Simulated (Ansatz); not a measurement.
Harmonic frequencies (cm⁻¹) at PBE0-D4/def2-TZVP from Ansatz: 54, 112, 130, 152, 177, 238, 348, 394, 426, 461, 547, 602, 637, 701, 701, 758, 795, 843, 895, 1313, 2548, 2999, 3170, 3895.

Each molecule was computed in one conformer, which needn't be the lowest.

(1) Which molecule is it?
A. `[SiH3]N[AsH2]`
B. `N=C=CC(=N)O`
C. `F[CH2][AlH][SiH3]`
D. `[OH][Ga]1[BH][Al]([F])[CH2]1`

Results:

(1) D.
